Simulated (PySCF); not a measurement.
## Electronic structure of Ne²⁺ (neon, charge +2) at the r2SCAN level

Configuration: [He] 2s1 2p4 3s1, high-spin 5P determinant (an excited configuration). Calculation: PySCF 2.14, in aug-cc-pV5Z; the non-relativistic Hamiltonian (point nucleus).

| Quantity | Value |
| --- | --- |
| Total energy | -124.4172 hartree |
| One-electron energy | -160.5562 hartree |
| Hartree (Coulomb) energy | 47.1006 hartree |
| Exchange-correlation energy | -10.9616 hartree |
| Kinetic energy | 124.21724 hartree |
| ⟨S²⟩ | 6.0009 |
| ⟨L²⟩ | 2.006 |
| Sum of ⟨r⟩ | 6.711 bohr |
| Sum of ⟨r²⟩ | 11.19 bohr² |
| Traceless quadrupole moment −½Σ⟨3z² − r²⟩ along its main axis | -0.185 e·bohr² |
| Density at the nucleus (Gaussians lack the cusp) | 606 bohr⁻³ |
| Spin density at the nucleus | 23.1 bohr⁻³ |
| Langevin diamagnetic susceptibility | -8.86 ×10⁻⁶ cm³/mol |

```csv
shell,electrons,mean orbital energy (eV),spread (eV),"rms radius, mean of both spins (bohr)"
1s α,1,-907.49,0,0.183
1s β,1,-902.79,0,0.183
2s α,1,-96.737,0,0.863
2p α,3,-72.589,3.752,0.851
2p β,1,-64.198,0,0.851
3s α,1,-21.507,0,2.74
```

The outer electron is Rydberg-like, and this basis confines it to a smaller radius and binds it less than a complete one would.
